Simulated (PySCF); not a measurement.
Species: (F)3Zr-S-SiH3 (singlet state).
Bonds: Zr1–F2, Zr1–F3, Zr1–F4, Zr1–S5, S5–Si6. Hydrogens: H7, H8, H9 on Si6.

Level of theory: PBE0-D3(BJ)/def2-SVP geometry optimisation, gas phase, def2 core potentials past Kr in PySCF.

(1) Give the optimised bond lengths and angles.

Results:

(1) 
| bond | length (pm) |
| --- | --- |
| Zr1–F2, Zr1–F3, Zr1–F4 | 189.5 |
| Zr1–S5 | 245.0 |
| S5–Si6 | 213.5 |
| Si6–H7, Si6–H9 | 148.8 |
| Si6–H8 | 151.3 |

Bonds in one row agree within 1 pm and their mean is given. A selection of angles:
| angle | degrees |
| --- | --- |
| F2–Zr1–F3 | 111.5 |
| F2–Zr1–F4 | 106.9 |
| F2–Zr1–S5 | 112.9 |
| F4–Zr1–S5 | 104.3 |
| Zr1–S5–Si6 | 87.5 |
| S5–Si6–H7 | 112.4 |
| S5–Si6–H8 | 104.5 |
| H7–Si6–H8 | 107.8 |
| H7–Si6–H9 | 111.5 |

Dihedral angles: F2–Zr1–S5–Si6 67° (synclinal).

Zr1 (zirconium bonded to 3 F and S) is distorted tetrahedral (angles from 104.3° to 112.9°). Of the pairs four or more bonds apart, F3···H8 is among the closest relative to their van der Waals radii: 2.75 Å, 103 % of the sum of Bondi's values. S5 (sulfur bonded to Si and Zr) is bent (angle 87.5°). Si6 (silicon bonded to S and 3 H) is distorted tetrahedral (angles from 104.5° to 112.4°).

Point group: near Cs, missed by 0.13 Å at most; the miss may be what the optimiser left on a soft mode. Whether it is a minimum is left open (no frequencies).
